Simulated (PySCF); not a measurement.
2-bromobuta-1,3-diene (C4H5Br), SMILES C(C(=C)Br)=C. Atoms are numbered in the order given.

```xyz
10

C     -1.3278    -1.9897     0.0000
C     -0.0020    -1.8168     0.0000
C      0.7209    -0.5497     0.0000
C      2.0569    -0.4573     0.0000
Br    -0.3087     1.0450     0.0000
H     -2.0132    -1.1383     0.0000
H     -1.7588    -2.9931     0.0000
H      0.6564    -2.6931     0.0000
H      2.6563    -1.3718     0.0000
H      2.5750     0.5023     0.0000
```

Geometry: PBE0-D3(BJ)/def2-SVP. The values are those of a single conformer.

Method: TDA-LC-ωPBE/def2-SVPD (PySCF 2.14.0).

Vertical excitations.  State labels are in the subgroup Cs.

Computed excitation energies, oscillator strengths and character:
| state | symmetry | energy (eV) | λ (nm) | f | main pairs |
|---|---|---|---|---|---|
| S1 | A" | 6.11 | 203 | 0.000 | HOMO→LUMO+1 55 %, HOMO→LUMO+4 17 %, HOMO−1→LUMO+1 11 % |
| S2 | A' | 6.27 | 198 | 0.636 | HOMO→LUMO 92 % |
| S3 | A" | 6.79 | 182 | 0.000 | HOMO−2→LUMO 95 % |
| S4 | A' | 6.90 | 180 | 0.033 | HOMO−2→LUMO+1 55 %, HOMO−1→LUMO 17 %, HOMO−2→LUMO+4 14 % |
| S5 | A' | 7.03 | 176 | 0.163 | HOMO−1→LUMO 77 %, HOMO−2→LUMO+1 14 % |
| S6 | A" | 7.43 | 167 | 0.001 | HOMO−1→LUMO+1 38 %, HOMO→LUMO+2 24 %, HOMO→LUMO+1 11 %, HOMO−1→LUMO+4 10 % |
| S7 | A" | 7.63 | 163 | 0.004 | HOMO−3→LUMO 56 %, HOMO→LUMO+2 22 % |
| S8 | A" | 7.65 | 162 | 0.001 | HOMO−3→LUMO 36 %, HOMO→LUMO+2 32 %, HOMO−1→LUMO+1 11 %, HOMO→LUMO+4 7 % |
| S9 | A' | 8.15 | 152 | 0.050 | HOMO→LUMO+7 47 %, HOMO→LUMO+5 45 % |
| S10 | A" | 8.28 | 150 | 0.003 | HOMO→LUMO+3 18 %, HOMO−1→LUMO+4 14 %, HOMO→LUMO+4 14 %, HOMO−1→LUMO+2 12 % |
| T1 | A' | 3.06 | 405 | 0 | HOMO→LUMO 84 % |
| T2 | A' | 4.65 | 266 | 0 | HOMO−1→LUMO 39 %, HOMO→LUMO+7 21 %, HOMO−4→LUMO 20 %, HOMO→LUMO+5 8 % |
| T3 | A" | 5.52 | 225 | 0 | HOMO→LUMO+1 45 %, HOMO−1→LUMO+1 17 %, HOMO→LUMO+4 16 % |
| T4 | A' | 6.08 | 204 | 0 | HOMO−2→LUMO+1 61 %, HOMO−2→LUMO+4 21 % |
Triplets are in the Tamm–Dancoff approximation.
